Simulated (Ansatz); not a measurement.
Diatomic SrS, multiplicity 3 (not the ground state: that is measured with 2S+1 = 1). No spin–orbit coupling.

Seven points along R, fitted to fifth degree in 1/R; most abundant isotopes. In def2 and cc sets the state is the lowest found near the PBE0 minimum, followed along R.

Codes used: Ansatz (an electronic-structure program). Values without a source in brackets are computed. In def2 rows elements past Kr take small-core potentials, without spin–orbit coupling.

```tsv
level	r_e (Å)	ω_e (cm⁻¹)	α_e (cm⁻¹)	ω_e x_e (cm⁻¹)	dipole (D)
PBE/def2-TZVPP	2.713	269	0.00047	0.94	4.52
PBE0/def2-TZVPP	2.710	275	0.00045	0.91	4.66
wB97X-V/def2-TZVPP	2.729	275	0.00043	0.85	4.77
CCSD/def2-TZVPP	2.753	266	0.00044	0.82	-
CCSD(T)/def2-TZVPP	2.749	266	0.00044	0.83	-
```

Correlated levels freeze the inner cores; with def2 sets outer-core shells near the valence are correlated too.
